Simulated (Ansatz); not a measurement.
WBr6 was relaxed with PBE-D4 (def2-SVP, def2-SVPD) in Ansatz in these states: charge +1 doublet, charge -1 doublet, neutral singlet. The geometries follow in no particular order.

In the def2 sets W takes a core potential; there is no spin–orbit coupling.

A:

Cartesian coordinates in Å:
```
W 0.0000 0.0000 0.0000
Br -2.0668 -1.2914 -0.5063
Br 2.0668 1.2914 0.5063
Br 1.2624 -1.3734 -1.6479
Br -1.2625 1.3734 1.6479
Br 0.5762 -1.6238 1.7964
Br -0.5762 1.6238 -1.7964
```

B:

Cartesian coordinates in Å:
```
W -0.050 -0.212 -0.179
Br 0.477 0.504 2.313
Br -0.481 0.030 -2.521
Br 2.366 -0.271 -0.543
Br -2.413 0.082 0.372
Br 0.210 2.401 0.150
Br -0.108 -2.532 0.407
```

C:

Cartesian coordinates in Å:
```
W 0.000 0.000 0.000
Br 0.837 -0.339 2.365
Br -0.837 0.339 -2.365
Br -0.555 -2.466 -0.147
Br 0.555 2.466 0.147
Br 2.318 -0.478 -0.899
Br -2.318 0.478 0.899
```

Problem. Judge from the bond lengths which geometry belongs to which state (an estimate).

Solution. A is the neutral singlet (W1–Br6 2.489 Å, W1–Br2 2.489 Å, W1–Br7 2.489 Å); B is the charge +1 doublet (W1–Br6 2.647 Å, W1–Br2 2.645 Å, W1–Br7 2.393 Å); C is the charge -1 doublet (W1–Br6 2.532 Å, W1–Br2 2.532 Å, W1–Br7 2.532 Å).

In the charge 1 doublet, Br2 and Br6 lie 2.89 Å apart (atoms count from 1), so these atoms are partly bonded to each other.
